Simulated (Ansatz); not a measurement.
Basis-set extrapolation for Cl3H3SSi2 (`Cl[SiH2]S[SiH](Cl)Cl`) (PBE0-D4/def2-TZVP geometry, frozen core, the Gaussian-basis code of Ansatz). Multiplicity 1, RHF reference.

|  | def2-TZVPP | def2-QZVPP |
| --- | --- | --- |
| HF | -2355.936544 | -2356.003825 |
| MP2 correlation | -0.978645 | -1.074456 |
| CCSD(T) correlation | -1.104706 | not run |

Energies in hartree. Use E(X) = E(∞) + A·exp(−7.88·√X) for Hartree–Fock and E(X) = E(∞) + B·X^(−2.97) for correlation, with X = 3 and 4, and add CCSD(T) minus MP2 of the smaller set to the MP2 limit.

Task: What is the CCSD(T) energy at the basis-set limit?

Result: HF limit: -2356.003825 + (-0.067281) × 0.13774 = -2356.01309. MP2 limit: -1.074456 + (-0.095811) × 0.74074 = -1.14543. Higher-order term: -1.104706 − (-0.978645) = -0.12606. Total: -2357.28458 hartree, 152.7 kcal/mol below CCSD(T)/def2-TZVPP.
